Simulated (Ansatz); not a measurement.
Relaxation of CH₃BrClNOSi (9 atoms, charge 0, multiplicity 1), to a largest force component of 0.015 eV/Å in at most 40 steps.

The calculation used Ansatz, RKS PBE/def2-SVP.

```xyz
9
Properties=species:S:1:pos:R:3
O -1.595 -1.409 -0.365
C -1.012 -1.051 0.616
N 0.012 -0.186 0.663
Si 0.698 0.632 -0.745
Cl 2.587 1.106 -0.426
Br -0.525 2.502 -1.007
H -1.222 -1.459 1.615
H 0.556 0.042 1.534
H 0.590 -0.224 -1.901
```

Task: Where does it end, and by what steps?

Result: It converged. After 12 steps the energy has fallen by 0.343 eV; O1 moved furthest, 0.33 Å.

| step | energy less start (eV) | largest force component (eV/Å) | accepted |
| --- | --- | --- | --- |
| 0 | 0.0000 | 2.807 | yes |
| 1 | -0.2138 | 1.664 | yes |
| 2 | -0.2850 | 1.164 | yes |
| 3 | -0.3163 | 0.582 | yes |
| 4 | -0.3074 | 0.795 | no |
| 5 | -0.3345 | 0.214 | yes |
| 6 | -0.3376 | 0.160 | yes |
| 7 | -0.3399 | 0.129 | yes |
| 8 | -0.3414 | 0.117 | yes |
| 9 | -0.3424 | 0.071 | yes |
| 10 | -0.3431 | 0.033 | yes |
| 11 | -0.3433 | 0.027 | yes |
| 12 | -0.3433 | 0.009 | yes |

```xyz
9
Properties=species:S:1:pos:R:3
O -1.717 -1.104 -0.334
C -1.014 -1.005 0.659
N 0.133 -0.241 0.688
Si 0.646 0.622 -0.771
Cl 2.571 1.249 -0.311
Br -0.630 2.398 -1.178
H -1.236 -1.531 1.631
H 0.657 -0.174 1.566
H 0.679 -0.260 -1.967
```

Whether the end is a true minimum wasn't checked by a vibrational analysis.

Time of the run: 33 s on 2 threads of Intel(R) Xeon(R) Platinum 8559C (Emerald Rapids), on a shared host, peak memory 0.24 GiB.
